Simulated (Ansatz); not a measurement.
C2H3O3Si (`[C]#C[Si](O)(O)O`) radical. The species carries charge 0 and has multiplicity 2. Geometry: relaxed with PBE0-D4/def2-TZVP. It is one conformer, not always the lowest.

```xyz
9

C     2.215    0.076   -1.669
C     1.246    0.042   -0.940
Si   -0.219   -0.008    0.164
O    -1.205   -1.211   -0.295
O     0.261   -0.260    1.694
O    -1.014    1.404    0.075
H    -0.853   -2.102   -0.329
H     0.884    0.355    2.083
H    -1.314    1.704   -0.784
```

Q: What is the dipole moment at PBE/def2-TZVPP? (Estimate.)

A: Ansatz gave: 0.61 D, with components (0.49, 0.02, -0.36) D in this frame, pointing from negative to positive charge.

Q: And with r2SCAN, B3LYP? (Estimate.)

A: Computed: r2SCAN 0.98 D, B3LYP 1.04 D.

Q: Give the Mulliken charges with PBE, r2SCAN, B3LYP in def2-TZVPP. (Estimate.)

A: The calculation gave: 
| atom | PBE | r2SCAN | B3LYP |
| --- | --- | --- | --- |
| C1 | -0.02 | -0.03 | -0.04 |
| C2 | -0.23 | -0.26 | -0.23 |
| Si3 | 0.64 | 0.83 | 0.80 |
| O4 | -0.32 | -0.39 | -0.37 |
| O5 | -0.32 | -0.39 | -0.37 |
| O6 | -0.32 | -0.39 | -0.37 |
| H7 | 0.19 | 0.20 | 0.19 |
| H8 | 0.19 | 0.20 | 0.19 |
| H9 | 0.19 | 0.21 | 0.19 |

B3LYP here is the variant with VWN-RPA as its local correlation; programs differ in this.
